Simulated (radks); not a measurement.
Species: Ho2+. Configuration: [Kr] 4d10 4f11 5s2 5p5.75 5d0.25 (fractional occupations, a model configuration). Method: scalar-relativistic Kohn-Sham, PBEsol, spin-polarised, spherical densities, finite nucleus; open shells are filled with parallel spins first (spin-orbit coupling, left out, can overturn this in heavy ions); Fermi nuclear charge, rms radius 5.2022 fm; computed with a radial shooting solver on a logarithmic mesh with Libxc functionals.

Normalised radial functions P(r) = r R(r), r in bohr:

r	5p up	5p down	5d up
0.001606	0.0025	0.0024	0.0000
0.002176	0.0041	0.0041	0.0000
0.00295	0.0069	0.0068	0.0000
0.003998	0.0115	0.0114	0.0001
0.005418	0.0190	0.0188	0.0003
0.007342	0.0311	0.0307	0.0006
0.009872	0.0492	0.0486	0.0013
0.01338	0.0766	0.0756	0.0029
0.01813	0.1142	0.1128	0.0062
0.02457	0.1599	0.1578	0.0132
0.0333	0.2032	0.2006	0.0266
0.04514	0.2211	0.2183	0.0505
0.06117	0.1783	0.1760	0.0881
0.0829	0.0462	0.0456	0.1363
0.1124	-0.1537	-0.1518	0.1773
0.1523	-0.3069	-0.3029	0.1738
0.2064	-0.2432	-0.2400	0.0846
0.2797	0.0850	0.0841	-0.0872
0.3791	0.4283	0.4231	-0.2501
0.5137	0.3916	0.3874	-0.2630
0.6962	-0.1073	-0.1041	-0.0652
0.9436	-0.6932	-0.6838	0.2556
1.269	-0.9407	-0.9346	0.5380
1.719	-0.7785	-0.7816	0.6820
2.33	-0.4266	-0.4345	0.6435
3.158	-0.1503	-0.1566	0.4687
4.28	-0.0310	-0.0332	0.2549
5.8	-0.0032	-0.0035	0.0929
7.861	-0.0001	-0.0001	0.0194
10.65	0.0000	0.0000	0.0019

5p up: eigenvalue -41.310 eV, 3 radial nodes at r = 0.0894, 0.262, 0.660 bohr, <r> = 1.50 bohr, 90 % of the charge inside 2.20 bohr. 5p down: eigenvalue -40.051 eV, 3 radial nodes at r = 0.0894, 0.262, 0.661 bohr, <r> = 1.51 bohr, 90 % of the charge inside 2.22 bohr. 5d up: eigenvalue -14.163 eV, 2 radial nodes at r = 0.243, 0.744 bohr, <r> = 2.39 bohr, 90 % of the charge inside 3.73 bohr.
